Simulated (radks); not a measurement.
Pt, configuration [Xe] 4f14 5d9 7p1 (not the ground configuration). All-electron calculation, Dirac Kohn-Sham, BLYP, spin-unpolarised, spherical densities, finite nucleus; open shells are shared between the two j in proportion to 2j + 1; Fermi nuclear charge, rms radius 5.427 fm. Program: a radial shooting solver on a logarithmic mesh with Libxc functionals.

Spin-orbit splittings of the eigenvalues, e(l+1/2) - e(l-1/2), with zeta = 2 splitting/(2l+1) and mean radii in bohr:

| shell | occ. | splitting (eV) | zeta (eV) | <r> j=l-1/2 | <r> j=l+1/2 |
|---|---|---|---|---|---|
| 2p | 6 | 1729 | 1153 | 0.05906 | 0.06749 |
| 3p | 6 | 380.1 | 253.4 | 0.1768 | 0.1923 |
| 3d | 10 | 81.94 | 32.78 | 0.1676 | 0.1723 |
| 4p | 6 | 90.57 | 60.38 | 0.4179 | 0.4518 |
| 4d | 10 | ? | ? | 0.4618 | 0.4730 |
| 4f | 14 | 3.454 | 0.9869 | 0.5127 | 0.5200 |
| 5p | 6 | 14.96 | 9.970 | 1.035 | 1.136 |
| 5d | 9 | 1.367 | 0.5467 | 1.612 | 1.686 |
| 7p | 1 | 0.07519 | 0.05013 | 10.86 | 11.15 |

Estimate the 4d splitting.

Answer. 16.84 eV (zeta = 6.737 eV).
